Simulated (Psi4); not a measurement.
Pair of molecules, SMILES C=C with SMILES C[SiH3] (the first has 6 atoms); geometry from B3LYP-D3(BJ)/def2-TZVP, rigid monomers moved along the line of their centres of mass till H3···Si8 is 4.65 Å.
(charge 0, multiplicity 1):
```json
[
 {"atom": "C", "x (Å)": "0.4907", "y (Å)": "-0.0153", "z (Å)": "0.0182"},
 {"atom": "C", "x (Å)": "-0.8089", "y (Å)": "0.2180", "z (Å)": "0.1247"},
 {"atom": "H", "x (Å)": "1.2180", "y (Å)": "0.5442", "z (Å)": "0.5933"},
 {"atom": "H", "x (Å)": "0.8806", "y (Å)": "-0.7758", "z (Å)": "-0.6477"},
 {"atom": "H", "x (Å)": "-1.5376", "y (Å)": "-0.3411", "z (Å)": "-0.4499"},
 {"atom": "H", "x (Å)": "-1.1958", "y (Å)": "0.9785", "z (Å)": "0.7919"},
 {"atom": "C", "x (Å)": "-0.6637", "y (Å)": "-1.0867", "z (Å)": "5.1037"},
 {"atom": "Si", "x (Å)": "0.6299", "y (Å)": "0.2663", "z (Å)": "5.1946"},
 {"atom": "H", "x (Å)": "-1.6178", "y (Å)": "-0.7403", "z (Å)": "5.5053"},
 {"atom": "H", "x (Å)": "-0.3523", "y (Å)": "-1.9602", "z (Å)": "5.6794"},
 {"atom": "H", "x (Å)": "-0.8190", "y (Å)": "-1.3947", "z (Å)": "4.0691"},
 {"atom": "H", "x (Å)": "0.1989", "y (Å)": "1.4638", "z (Å)": "4.4321"},
 {"atom": "H", "x (Å)": "1.9217", "y (Å)": "-0.1979", "z (Å)": "4.6332"},
 {"atom": "H", "x (Å)": "0.8590", "y (Å)": "0.6778", "z (Å)": "6.6020"}
]
```

Calculation: SAPT0/jun-cc-pV(D+d)Z in Psi4.

Question: Give the four SAPT terms and the total, and say what mostly holds the pair together.

Answer: electrostatics -0.19, exchange 0.05, induction -0.01, dispersion -0.30, total -0.45 kcal/mol; the largest attraction is dispersion.
